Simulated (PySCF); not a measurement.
Job for PySCF: R-HF/STO-3G on ScF, 2S+1 = 1, a point of a bond scan (R = 1.886 Å).

```python
from pyscf import gto, scf, dft, mp
from pyscf.data.elements import chemcore

mol = gto.M(
    atom='''
    Sc    0.00000000    0.00000000    0.00000000
    F     0.00000000    0.00000000    1.88626300
    ''',
    basis='sto-3g',
    charge=0, spin=0, verbose=3, max_memory=1800)
mf = scf.RHF(mol)
mf.conv_tol = 1e-8
mf.max_cycle = 100
mf.kernel()
if not mf.converged:
    mf = mf.newton().run(mf.mo_coeff, mf.mo_occ)
```

Task: Predict the final total energy.

Result: -850.2483 hartree.
